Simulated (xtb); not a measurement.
nitrogen atom (N), quartet; GFN2-xTB with ALPB(cs2) in xtb.

The xtb input:
```
$ xtb mol.xyz --gfn 2 --uhf 3 --alpb cs2 --json

# file mol.xyz
1

N      0.00000000     0.00000000     0.00000000
```

Problem. Predict the main parts of the log of this xtb run.

Solution. 
```
   ID    Z sym.   atoms
    1    7 N      1

           -------------------------------------------------
          |                Calculation Setup                |
           -------------------------------------------------

           -------------------------------------------------
          |                 G F N 2 - x T B                 |
           -------------------------------------------------

      * Solvation model:               ALPB
        Solvent                        cs2
        Parameter file                 internal GFN2-xTB/ALPB
        Dielectric constant                2.6400E+00
        Reference state                gsolv [1 M gas/solution]
        Free energy shift                  4.9805E-03 Eh       3.1253E+00 kcal/mol
        Temperature                        2.9815E+02 K
        Density                            1.2600E+00 kg/L
        Solvent mass                       7.6140E+01 g/mol
        Interaction kernel             P16
        Born radius scaling (c1)           1.3548E+00
        Born radii integrator          GBOBC
        Born offset                        0.0000E+00 a0       0.0000E+00 AA
        H-bond correction              false
        Ion screening                  false
        Surface tension                    1.0000E-05 Eh       1.5569E+01 dyn/cm
        Grid points                               230 per atom

          ...................................................
          :                      SETUP                      :
          :.................................................:
          :  # basis functions                   4          :
          :  # atomic orbitals                   4          :
          :  # shells                            2          :
          :  # electrons                         5          :
          :  max. iterations                   250          :
          :  Hamiltonian                  GFN2-xTB          :
          :  restarted?                      false          :
          :  GBSA solvation                   true          :
          :  PC potential                    false          :
          :  electronic temp.          300.0000000     K    :
          :  accuracy                    1.0000000          :
          :  -> integral cutoff          0.2500000E+02      :
          :  -> integral neglect         0.1000000E-07      :
          :  -> SCF convergence          0.1000000E-05 Eh   :
          :  -> wf. convergence          0.1000000E-03 e    :
          :  Broyden damping             0.4000000          :
          :  net charge                          0          :
          :  unpaired electrons                  3          :
          ...................................................

 iter      E             dE          RMSdq      gap      omega  full diag
   1     -2.6053384 -0.260534E+01  0.707E+00    0.00       0.0  T
   2     -2.6053384  0.000000E+00  0.566E+00    0.00       0.0  T
   3     -2.6053384  0.000000E+00  0.436E+00    0.00       0.0  T
   4     -2.6053384  0.000000E+00  0.348E+00    0.00       0.0  T
   5     -2.6053384  0.000000E+00  0.279E+00    0.00       0.0  T
   6     -2.6053384  0.000000E+00  0.223E+00    0.00       0.0  T
   7     -2.6053384  0.000000E+00  0.178E+00    0.00       0.0  T
   8     -2.6053384  0.000000E+00  0.143E+00    0.00       0.0  T
   9     -2.6053384  0.000000E+00  0.114E+00    0.00       0.0  T
  10     -2.6053384  0.000000E+00  0.913E-01    0.00       0.0  T
  11     -2.6053384  0.000000E+00  0.731E-01    0.00       0.0  T
  12     -2.6053384  0.000000E+00  0.585E-01    0.00       0.0  T
  13     -2.6053384  0.000000E+00  0.468E-01    0.00       0.0  T
  14     -2.6053384  0.000000E+00  0.374E-01    0.00       0.0  T
  15     -2.6053384  0.000000E+00  0.299E-01    0.00       0.0  T
  16     -2.6053384  0.000000E+00  0.239E-01    0.00       0.0  T
  17     -2.6053384  0.000000E+00  0.192E-01    0.00       0.0  T
  18     -2.6053384  0.000000E+00  0.153E-01    0.00       0.0  T
  19     -2.6053384  0.000000E+00  0.123E-01    0.00       0.0  T
  20     -2.6053384  0.000000E+00  0.981E-02    0.00       0.0  T
  21     -2.6053384  0.000000E+00  0.785E-02    0.00       0.0  T
  22     -2.6053384  0.000000E+00  0.628E-02    0.00       0.0  T
  23     -2.6053384  0.000000E+00  0.502E-02    0.00       0.0  T
  24     -2.6053384  0.000000E+00  0.402E-02    0.00       0.0  T
  25     -2.6053384  0.000000E+00  0.321E-02    0.00       0.0  T
  26     -2.6053384  0.000000E+00  0.257E-02    0.00       0.0  T
  27     -2.6053384  0.000000E+00  0.206E-02    0.00       0.0  T
  28     -2.6053384  0.000000E+00  0.165E-02    0.00       0.0  T
  29     -2.6053384  0.000000E+00  0.132E-02    0.00       0.0  T
  30     -2.6053384  0.000000E+00  0.105E-02    0.00       0.0  T
  31     -2.6053384  0.000000E+00  0.843E-03    0.00       0.0  T
  32     -2.6053384  0.000000E+00  0.674E-03    0.00       0.0  T
  33     -2.6053384  0.000000E+00  0.539E-03    0.00       0.0  T
  34     -2.6053384  0.000000E+00  0.431E-03    0.00       0.0  T
  35     -2.6053384  0.000000E+00  0.345E-03    0.00       0.0  T
  36     -2.6053384  0.000000E+00  0.276E-03    0.00       0.0  T
  37     -2.6053384  0.000000E+00  0.221E-03    0.00       0.0  T
  38     -2.6053384  0.000000E+00  0.177E-03    0.00       0.0  T
  39     -2.6053384  0.000000E+00  0.141E-03    0.00       0.0  T
  40     -2.6053384  0.000000E+00  0.113E-03    0.00       0.0  T
  41     -2.6053384  0.000000E+00  0.905E-04    0.00       0.0  T
  42     -2.6053384  0.000000E+00  0.724E-04    0.00       0.0  T

   *** convergence criteria satisfied after 42 iterations ***

         :::::::::::::::::::::::::::::::::::::::::::::::::::::
         ::                     SUMMARY                     ::
         :::::::::::::::::::::::::::::::::::::::::::::::::::::
         :: total energy              -2.605338446158 Eh    ::
         :: total w/o Gsasa/hb        -2.605824161279 Eh    ::
         :: gradient norm              0.000000000000 Eh/a0 ::
         :: HOMO-LUMO gap              0.000000000000 eV    ::
         ::.................................................::
         :: SCC energy                -2.605338446158 Eh    ::
         :: -> isotropic ES            0.001332875000 Eh    ::
         :: -> anisotropic ES          0.000000000000 Eh    ::
         :: -> anisotropic XC          0.000000000000 Eh    ::
         :: -> dispersion              0.000000000000 Eh    ::
         :: -> Gsolv                   0.000485715121 Eh    ::
         ::    -> Gelec                0.000000000000 Eh    ::
         ::    -> Gsasa               -0.004494752901 Eh    ::
         ::    -> Ghb                  0.000000000000 Eh    ::
         ::    -> Gshift               0.004980468022 Eh    ::
         :: repulsion energy           0.000000000000 Eh    ::
         :: add. restraining           0.000000000000 Eh    ::
         :: total charge               0.000000000000 e     ::
         :::::::::::::::::::::::::::::::::::::::::::::::::::::

           -------------------------------------------------
          |                Property Printout                |
           -------------------------------------------------

    * Orbital Energies and Occupations

         #    Occupation            Energy/Eh            Energy/eV
      -------------------------------------------------------------
         1        2.0000           -0.6106553             -16.6168
         2        1.0000           -0.4656897             -12.6721
         3        1.0000           -0.4656897             -12.6721
         4        1.0000           -0.4656897             -12.6721 (HOMO)
      -------------------------------------------------------------
                  HL-Gap            0.4656897 Eh           12.6721 eV
             Fermi-level           -0.2690862 Eh           -7.3222 eV

     #   Z          covCN         q      C6AA      α(0)
     1   7 N        0.000     0.000    25.360     7.537

 Mol. C6AA /au·bohr⁶  :         25.359930
 Mol. C8AA /au·bohr⁸  :        559.460439
 Mol. α(0) /au        :          7.536598

Wiberg/Mayer (AO) data.
largest (>0.10) Wiberg bond orders for each atom

 ---------------------------------------------------------------------------
     #   Z sym  total        # sym  WBO       # sym  WBO       # sym  WBO
 ---------------------------------------------------------------------------
     1   7 N    0.000
 ---------------------------------------------------------------------------

molecular dipole:
                 x           y           z       tot (Debye)
 q only:        0.000       0.000       0.000
   full:        0.000       0.000       0.000       0.000
molecular quadrupole (traceless):
                xx          xy          yy          xz          yz          zz
 q only:        0.000       0.000       0.000       0.000       0.000       0.000
  q+dip:        0.000       0.000       0.000       0.000       0.000       0.000
   full:        0.000       0.000       0.000       0.000       0.000       0.000

           -------------------------------------------------
          | TOTAL ENERGY               -2.605338446158 Eh   |
          | GRADIENT NORM               0.000000000000 Eh/α |
          | HOMO-LUMO GAP              12.672060738538 eV   |
           -------------------------------------------------

normal termination of xtb
```
